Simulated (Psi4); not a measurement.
Psi4 input (wB97X-D/6-31G*):

```
memory 1500 MB

molecule {
1 2
C     0.60252900   -1.56487900   -0.26618800
C    -0.21571900   -0.30435300    0.05033300
C    -1.42906100   -0.22777300   -0.88805900
C    -0.69386800   -0.35244200    1.50899800
Si    0.87127800    1.22926400   -0.20329300
H     0.95588000   -1.56875600   -1.29974500
H     1.47321100   -1.65648200    0.38698400
H    -0.01242600   -2.45979900   -0.12412200
H    -1.12748900   -0.19757100   -1.93746600
H    -2.06697800   -1.10758000   -0.75302100
H    -2.03972100    0.65558100   -0.68832600
H    -1.32347500   -1.23365900    1.67112800
H     0.14377300   -0.41314400    2.20741500
H    -1.28579000    0.52773400    1.76982500
H     2.05294000    1.17896700    0.69401200
H     1.34692500    1.29868900   -1.60791100
H     0.10197900    2.46300700    0.09682200
symmetry c1
no_reorient
no_com
}

set {
  basis 6-31G*
  reference uks
  scf_type pk
  dft_radial_points 99
  dft_spherical_points 590
  e_convergence 1e-8
  d_convergence 1e-7
  maxiter 150
}

e = energy('wb97x-d')
print_out(f'\nFINAL {e:.10f} DIPOLE {variable("CURRENT DIPOLE")[0]:.6f} {variable("CURRENT DIPOLE")[1]:.6f} {variable("CURRENT DIPOLE")[2]:.6f}\n')
```

Output:

```
   => Loading Basis Set <=

    Name: 6-31G*
    Role: ORBITAL
    Keyword: BASIS
    atoms 1-4  entry C          line   111 file 6-31gs.gbs
    atoms 5    entry SI         line   268 file 6-31gs.gbs
    atoms 6-17 entry H          line    44 file 6-31gs.gbs

   => WB97X-D: Empirical Dispersion <=

    Chai and Head-Gordon Dispersion Correction
    Chai, J.-D.; Head-Gordon, M. (2010), J. Chem. Phys., 132: 6615-6620

        s6 =       1.000000

         ---------------------------------------------------------
                                   SCF
               by Justin Turney, Rob Parrish, Andy Simmonett
                          and Daniel G. A. Smith
                              UKS Reference
         ---------------------------------------------------------

  ==> Geometry <==

    Molecular point group: c1
    Full point group: C1

    Geometry (in Angstrom), charge = 1, multiplicity = 2:

       Center              X                  Y                   Z               Mass
    ------------   -----------------  -----------------  -----------------  -----------------
         C            0.602529000000    -1.564879000000    -0.266188000000    12.000000000000
         C           -0.215719000000    -0.304353000000     0.050333000000    12.000000000000
         C           -1.429061000000    -0.227773000000    -0.888059000000    12.000000000000
         C           -0.693868000000    -0.352442000000     1.508998000000    12.000000000000
         SI           0.871278000000     1.229264000000    -0.203293000000    27.976926534650
         H            0.955880000000    -1.568756000000    -1.299745000000     1.007825032230
         H            1.473211000000    -1.656482000000     0.386984000000     1.007825032230
         H           -0.012426000000    -2.459799000000    -0.124122000000     1.007825032230
         H           -1.127489000000    -0.197571000000    -1.937466000000     1.007825032230
         H           -2.066978000000    -1.107580000000    -0.753021000000     1.007825032230
         H           -2.039721000000     0.655581000000    -0.688326000000     1.007825032230
         H           -1.323475000000    -1.233659000000     1.671128000000     1.007825032230
         H            0.143773000000    -0.413144000000     2.207415000000     1.007825032230
         H           -1.285790000000     0.527734000000     1.769825000000     1.007825032230
         H            2.052940000000     1.178967000000     0.694012000000     1.007825032230
         H            1.346925000000     1.298689000000    -1.607911000000     1.007825032230
         H            0.101979000000     2.463007000000     0.096822000000     1.007825032230

  Running in c1 symmetry.

  Rotational constants: A =      0.14434  B =      0.09411  C =      0.09411 [cm^-1]
  Rotational constants: A =   4327.24801  B =   2821.48029  C =   2821.48011 [MHz]
  Nuclear repulsion =  248.102266341224180

  Charge       = 1
  Multiplicity = 2
  Electrons    = 49
  Nalpha       = 25
[...]
      83A      1.722067    84A      1.811967    85A      1.813915
      86A      1.813916    87A      1.960517    88A      1.960518
      89A      2.002459    90A      2.124287    91A      2.137097
      92A      2.137099    93A      2.155432    94A      2.305362
      95A      2.376067    96A      2.376068    97A      2.555781
      98A      2.555782    99A      2.849792   100A      4.023939
     101A      4.185664   102A      4.185665   103A      4.426877

    Beta Occupied:

       1A    -66.501143     2A    -10.566382     3A    -10.494998
       4A    -10.494997     5A    -10.494978     6A     -5.618256
       7A     -3.964353     8A     -3.960525     9A     -3.960525
      10A     -1.127537    11A     -0.989094    12A     -0.989093
      13A     -0.871533    14A     -0.800634    15A     -0.730304
      16A     -0.730304    17A     -0.721966    18A     -0.671958
      19A     -0.671956    20A     -0.645002    21A     -0.622764
      22A     -0.622763    23A     -0.610127    24A     -0.610127

    Beta Virtual:

      25A     -0.366816    26A     -0.070137    27A     -0.041797
      28A     -0.041796    29A      0.001496    30A      0.045991
      31A      0.047833    32A      0.047835    33A      0.050272
      34A      0.073092    35A      0.073093    36A      0.083485
      37A      0.083485    38A      0.110026    39A      0.119626
      40A      0.119627    41A      0.133756    42A      0.152079
      43A      0.180659    44A      0.180659    45A      0.283419
      46A      0.369950    47A      0.369950    48A      0.418713
      49A      0.418714    50A      0.463745    51A      0.561529
      52A      0.561530    53A      0.564086    54A      0.580905
      55A      0.580906    56A      0.633715    57A      0.633716
      58A      0.663915    59A      0.712406    60A      0.734945
      61A      0.734946    62A      0.775903    63A      0.806629
      64A      0.822428    65A      0.835644    66A      0.835644
      67A      0.855275    68A      0.855275    69A      0.867808
      70A      0.908994    71A      0.911236    72A      0.911237
      73A      1.082706    74A      1.082706    75A      1.091847
      76A      1.311955    77A      1.311958    78A      1.371520
      79A      1.371526    80A      1.555626    81A      1.597137
      82A      1.728673    83A      1.728677    84A      1.824516
      85A      1.824516    86A      1.831477    87A      1.966215
      88A      1.966216    89A      2.010340    90A      2.130263
      91A      2.140414    92A      2.140415    93A      2.156298
      94A      2.324086    95A      2.385437    96A      2.385438
      97A      2.565262    98A      2.565265    99A      2.856166
     100A      4.033202   101A      4.188161   102A      4.188163
     103A      4.446699

    Final Occupation by Irrep:
              A
    DOCC [    24 ]
    SOCC [     1 ]
    NA   [    25 ]
    NB   [    24 ]

  @UKS Final Energy:  -448.71536915391385

   => Energetics <=

    Nuclear Repulsion Energy =            248.1022663412241798
    One-Electron Energy =               -1095.7352483482868593
    Two-Electron Energy =                 431.5295197546714689
    DFT Exchange-Correlation Energy =     -32.6016116250396877
    Empirical Dispersion Energy =          -0.0102952764829489
    VV10 Nonlocal Energy =                  0.0000000000000000
    Total Energy =                       -448.7153691539138549

  UHF NO Occupations:
  HONO-2 :   23  A 1.9997622
  HONO-1 :   24  A 1.9994984
  HONO-0 :   25  A 1.0000000
  LUNO+0 :   26  A 0.0005016
  LUNO+1 :   27  A 0.0002378
  LUNO+2 :   28  A 0.0001169
  LUNO+3 :   29  A 0.0001169

Computation Completed

Properties will be evaluated at   0.000000,   0.000000,   0.000000 [a0]

Properties computed using the SCF density matrix

 Multipole Moments:

 ------------------------------------------------------------------------------------
     Multipole            Electronic (a.u.)      Nuclear  (a.u.)        Total (a.u.)
 ------------------------------------------------------------------------------------

 L = 1.  Multiply by 2.5417464519 to convert [e a0] to [Debye]
 Dipole X            :         -0.2112831            0.0000132           -0.2112699
 Dipole Y            :         -0.2980963            0.0000019           -0.2980944
 Dipole Z            :          0.0493028           -0.0000057            0.0492972
 Magnitude           :                                                    0.3686807

 ------------------------------------------------------------------------------------

FINAL -448.7153691539 DIPOLE -0.211270 -0.298094 0.049297

*** Psi4 exiting successfully. Buy a developer a beer!
```

The dipole moment of an ion depends on the origin.

The geometry given is a B3LYP-D3(BJ)/def2-TZVP minimum of the species of charge 0 and multiplicity 1, not of this state.
